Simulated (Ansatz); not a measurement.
Consider the ligand exchange at the Si–C bond: `C[Si]O` + silanol → `O[Si]O[SiH3]` + CH₄.

Gas-phase electronic energies from Ansatz, PBE0-D4/def2-TZVP geometries. CCSD(T)/CBS adds triple-zeta CCSD(T) − MP2 to the extrapolated MP2 energy (def2 sets, frozen cores). This one scheme is used for every species. Functionals use def2-TZVPP. HSE06 is defined as in plane-wave codes. Each species was taken in one conformer, which may not be the lowest.

CCSD(T)/CBS gives -42.7 kcal/mol.

Question: Another level gave -43.3 kcal/mol. Which?
A. r2SCANh-D4/def2-TZVPP
B. BHLYP/def2-TZVPP
C. HSE06-D4/def2-TZVPP
D. revPBE/def2-TZVPP

Answer: A. r2SCANh-D4 -43.3, HSE06-D4 -41.4, BHLYP -44.7, revPBE -40.0 kcal/mol.

Largest T1 diagnostic among the species: 0.014.

Leaving LDA and LC-ωPBE aside and taking each functional with its dispersion term where it has one, the values, not all of them listed here, spread over 5.1 kcal/mol, from BHLYP-D4 to revPBE-D4. From BLYP to BHLYP (50 % exact exchange), in def2-TZVPP and without D4, ΔE moves by −1.5 kcal/mol. In def2-TZVPP, CCSD(T) changes the Hartree–Fock value by +2.7 kcal/mol (the triples alone add +0.1 kcal/mol) and MP2 by +1.7 kcal/mol.
